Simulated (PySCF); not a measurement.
PySCF input file for C3H9ClSi2, SMILES Cl[SiH2]/C(=C\C)[SiH3], TDA-PBE/def2-SVPD. Coordinates come from a PBE0-D3(BJ)/def2-SVP optimisation. The structure was generated by enumeration; whether it is a known compound was not checked. Other conformers were not sampled.

```python
import numpy as np
from pyscf import gto, scf, dft, tdscf

mol = gto.M(
    atom='''
    C     2.35541915   -0.88155512   -0.00027458
    C     0.99420241   -1.41334781   -0.29441277
    C    -0.14487823   -0.70713851   -0.46125237
    Si   -1.75502101   -1.60654633   -0.79348474
    Si   -0.18391873    1.15677005   -0.37705328
    Cl    0.36570827    1.83792036    1.51093429
    H     2.72991498   -1.30742044    0.94568478
    H     2.38677390    0.21290156    0.09050730
    H     3.06627355   -1.19458287   -0.78323115
    H     0.94877410   -2.51111563   -0.37109990
    H    -2.35065533   -1.17151485   -2.09587744
    H    -1.49771262   -3.07919290   -0.83915334
    H    -2.75844562   -1.30912320    0.27536724
    H     0.74808990    1.79309911   -1.35237017
    H    -1.57335726    1.63141990   -0.63253995
    ''',
    basis='def2-SVPD',
    charge=0,
    spin=0,
    max_memory=1600,
    verbose=4,
)
mf = dft.RKS(mol, xc='pbe').density_fit(auxbasis='def2-universal-jkfit')
mf.grids.level = 3
mf.conv_tol = 1e-9
mf.max_cycle = 100
mf.kernel()
mf.grids = dft.Grids(mol).set(level=1).build(with_non0tab=True)  # coarser grid for the response kernel
td = tdscf.TDA(mf)
td.singlet = True
td.nstates = 6
td.conv_tol = 1e-4
td.positive_eig_threshold = 1e-6
td.kernel(x0=td.get_init_guess(mf, 11))
td.analyze()
tt = tdscf.TDA(mf)
tt.singlet = False
tt.nstates = 2
tt.conv_tol = 1e-4
tt.positive_eig_threshold = 1e-6
tt.kernel(x0=tt.get_init_guess(mf, 7))
tt.analyze(verbose=3)
```

Output:

```
PySCF version 2.14.0

[INPUT] verbose = 4
[INPUT] num. atoms = 15
[INPUT] num. electrons = 72
[INPUT] charge = 0
[INPUT] spin (= nelec alpha-beta = 2S) = 0
[INPUT] symmetry False subgroup None
[INPUT] Mole.unit = angstrom
[INPUT] Symbol           X                Y                Z      unit          X                Y                Z       unit  Magmom
[INPUT]  1 C      2.355419150000  -0.881555120000  -0.000274580000 AA    4.451097102056  -1.665897740508  -0.000518880999 Bohr   0.0
[INPUT]  2 C      0.994202410000  -1.413347810000  -0.294412770000 AA    1.878770267283  -2.670840279654  -0.556359502875 Bohr   0.0
[INPUT]  3 C     -0.144878230000  -0.707138510000  -0.461252370000 AA   -0.273780176112  -1.336298116033  -0.871640653607 Bohr   0.0
[INPUT]  4 Si    -1.755021010000  -1.606546330000  -0.793484740000 AA   -3.316509051758  -3.035932570125  -1.499468842622 Bohr   0.0
[INPUT]  5 Si    -0.183918730000   1.156770050000  -0.377053280000 AA   -0.347556028878   2.185978583599  -0.712527433569 Bohr   0.0
[INPUT]  6 Cl     0.365708270000   1.837920360000   1.510934290000 AA    0.691088471788   3.473166119162   2.855252000314 Bohr   0.0
[INPUT]  7 H      2.729914980000  -1.307420440000   0.945684780000 AA    5.158791655548  -2.470666561258   1.787085234370 Bohr   0.0
[INPUT]  8 H      2.386773900000   0.212901560000   0.090507300000 AA    4.510348992260   0.402325639893   0.171034009274 Bohr   0.0
[INPUT]  9 H      3.066273550000  -1.194582870000  -0.783231150000 AA    5.794417232498  -2.257434457397  -1.480092365728 Bohr   0.0
[INPUT] 10 H      0.948774100000  -2.511115630000  -0.371099900000 AA    1.792923203081  -4.745320807815  -0.701277175853 Bohr   0.0
[INPUT] 11 H     -2.350655330000  -1.171514850000  -2.095877440000 AA   -4.442094786949  -2.213842217361  -3.960634352255 Bohr   0.0
[INPUT] 12 H     -1.497712620000  -3.079192900000  -0.839153340000 AA   -2.830266665105  -5.818831265705  -1.585769989114 Bohr   0.0
[INPUT] 13 H     -2.758445620000  -1.309123200000   0.275367240000 AA   -5.212706751306  -2.473884311314   0.520368667277 Bohr   0.0
[INPUT] 14 H      0.748089900000   1.793099110000  -1.352370170000 AA    1.413685027553   3.388466232101  -2.555609240331 Bohr   0.0
[INPUT] 15 H     -1.573357260000   1.631419900000  -0.632539950000 AA   -2.973214317496   3.082936805165  -1.195327268346 Bohr   0.0

nuclear repulsion = 414.722728253559
number of shells = 91
number of NR pGTOs = 309
number of NR cGTOs = 207
basis = def2-SVPD
ecp = {}


[settings echo left out]
init E= -1157.97215387245
  HOMO = -0.311898994795975  LUMO = -0.130196175343565  gap/eV = 4.94439
cycle= 1 E= -1157.81297161199  delta_E= 0.159  |g|= 0.502  |ddm|= 5.95
  HOMO = -0.176800453009885  LUMO = -0.0370825469382319  gap/eV = 3.80192
cycle= 2 E= -1157.70402872091  delta_E= 0.109  |g|= 0.781  |ddm|= 2.17
  HOMO = -0.255615732144317  LUMO = -0.0862499274459809  gap/eV = 4.60868
cycle= 3 E= -1157.87829957211  delta_E= -0.174  |g|= 0.143  |ddm|= 1.47
  HOMO = -0.249652908732482  LUMO = -0.0805575148467859  gap/eV = 4.60132
cycle= 4 E= -1157.88295917851  delta_E= -0.00466  |g|= 0.0727  |ddm|= 0.353
  HOMO = -0.248712546485319  LUMO = -0.0789620896232277  gap/eV = 4.61915
cycle= 5 E= -1157.88431036452  delta_E= -0.00135  |g|= 0.0266  |ddm|= 0.158
  HOMO = -0.25047530009399  LUMO = -0.0809867103985984  gap/eV = 4.61202
cycle= 6 E= -1157.88451941469  delta_E= -0.000209  |g|= 0.00598  |ddm|= 0.0502
  HOMO = -0.250069425282434  LUMO = -0.0806208060991911  gap/eV = 4.61093
cycle= 7 E= -1157.88452974737  delta_E= -1.03e-05  |g|= 0.00103  |ddm|= 0.0119
  HOMO = -0.250053157503106  LUMO = -0.0806066076936398  gap/eV = 4.61088
cycle= 8 E= -1157.88453007913  delta_E= -3.32e-07  |g|= 0.000284  |ddm|= 0.00278
  HOMO = -0.250043736520941  LUMO = -0.0805921282072068  gap/eV = 4.61101
cycle= 9 E= -1157.88453010208  delta_E= -2.29e-08  |g|= 8.37e-05  |ddm|= 0.000714
  HOMO = -0.25004628906551  LUMO = -0.0805959054290435  gap/eV = 4.61098
cycle= 10 E= -1157.88453010412  delta_E= -2.05e-09  |g|= 2.21e-05  |ddm|= 0.0002
  HOMO = -0.250047119985676  LUMO = -0.0805968855611958  gap/eV = 4.61098
cycle= 11 E= -1157.88453010426  delta_E= -1.38e-10  |g|= 5.73e-06  |ddm|= 5.27e-05
  HOMO = -0.250047211015401  LUMO = -0.0805967757385235  gap/eV = 4.61098
Extra cycle  E= -1157.88453010425  delta_E= 6.59e-12  |g|= 7.12e-06  |ddm|= 3.16e-05
converged SCF energy = -1157.88453010425
tot grids = 56928
Overwritten attributes  positive_eig_threshold  of <class 'pyscf.tdscf.rks.TDA'>


******** <class 'pyscf.tdscf.rks.TDA'> for <class 'pyscf.df.df_jk.DFRKS'> ********
nstates = 6 singlet
deg_eia_thresh = 1.000e-03
wfnsym = None
conv_tol = 0.0001
eigh lindep = 1e-12
eigh level_shift = 0
eigh max_cycle = 100


Excitation energies (eV)
[5.00626663 5.32018027 5.74252734 6.0079365  6.17120752 6.39511593]

** Singlet excitation energies and oscillator strengths **
Excited State   1:      5.00627 eV    247.66 nm  f=0.0034
      35 -> 37       -0.68895
      36 -> 37       -0.14380
Excited State   2:      5.32018 eV    233.05 nm  f=0.0091
      34 -> 37       -0.67512
      36 -> 37        0.19316
Excited State   3:      5.74253 eV    215.91 nm  f=0.1330
      31 -> 37       -0.18319
      34 -> 37       -0.19338
      35 -> 37        0.11852
      36 -> 37       -0.52986
      36 -> 38        0.28283
      36 -> 39        0.11479
Excited State   4:      6.00794 eV    206.37 nm  f=0.0027
      33 -> 37       -0.69411
Excited State   5:      6.17121 eV    200.91 nm  f=0.0012
      32 -> 37       -0.70321
Excited State   6:      6.39512 eV    193.87 nm  f=0.0113
      31 -> 37        0.23257
      36 -> 38        0.49354
      36 -> 39       -0.43393

** Transition electric dipole moments (AU) **
state          X           Y           Z        Dip. S.      Osc.
  1        -0.0254      0.1568      0.0456      0.0273      0.0034
  2         0.2108     -0.1383      0.0781      0.0697      0.0091
  3        -0.8444      0.4818     -0.0101      0.9452      0.1330
  4         0.1336      0.0075     -0.0194      0.0183      0.0027
  5        -0.0165     -0.0031      0.0865      0.0078      0.0012
  6         0.2431      0.0716      0.0888      0.0721      0.0113

** Transition velocity dipole moments (imaginary part, AU) **
state          X           Y           Z        Dip. S.      Osc.
  1         0.0057      0.0232     -0.0121      0.0007      0.0026
  2         0.0235     -0.0031     -0.0002      0.0006      0.0019
  3        -0.0424      0.0013      0.0168      0.0021      0.0066
  4         0.0074      0.0146     -0.0189      0.0006      0.0019
  5         0.0004      0.0012     -0.0059      0.0000      0.0001
  6         0.0192      0.0235      0.0155      0.0012      0.0033

** Transition magnetic dipole moments (imaginary part, AU) **
state          X           Y           Z
  1        -0.2749      0.1661     -0.0999
  2         0.1921     -0.3257      0.1428
  3        -0.0323     -0.1986      0.1588
  4         0.3679     -0.3395      0.0674
  5        -0.2699      0.0880     -0.0342
  6        -0.0450     -0.1643     -0.1420


******** <class 'pyscf.tdscf.rks.TDA'> for <class 'pyscf.df.df_jk.DFRKS'> ********
nstates = 2 triplet
deg_eia_thresh = 1.000e-03
wfnsym = None
conv_tol = 0.0001
eigh lindep = 1e-12
eigh level_shift = 0
eigh max_cycle = 100


Excitation energies (eV)
[3.88535194 4.68539499]

** Triplet excitation energies and oscillator strengths **
Excited State   1:      3.88535 eV    319.11 nm  f=0.0000
Excited State   2:      4.68539 eV    264.62 nm  f=0.0000
```

The calculation finished and met its thresholds.

Cost: about 120 core-seconds (a rough figure).
